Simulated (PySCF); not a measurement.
C2H9FSi3, SMILES F[Si]1([SiH2]C[SiH2]1)C.

Geometry optimised at ωB97X-D3(BJ)/def2-SVP. The structure was generated by enumeration, and PubChem lists no compound with its InChIKey, so it may never have been made.

All values below come from TDA-M06-2X/def2-SVPD (PySCF).

Vertical excitations. Gas-phase values at a fixed geometry. State labels are in the subgroup Cs.

```csv
state,symmetry,energy (eV),λ (nm),f,main pairs
S1,A",4.87,255,0.012,HOMO→LUMO 95 %
S2,A",5.66,219,0.111,HOMO→LUMO+1 92 %
S3,A',6.16,201,0.013,HOMO−1→LUMO 96 %
S4,A",6.45,192,0.005,HOMO→LUMO+2 89 %
S5,A",6.57,189,0.011,HOMO−2→LUMO 91 %
S6,A',6.83,182,0.192,HOMO→LUMO+3 84 %
T1,A",4.32,287,0,HOMO→LUMO 96 %
T2,A",5.18,239,0,HOMO→LUMO+1 90 %
```
Triplets are in the Tamm–Dancoff approximation.
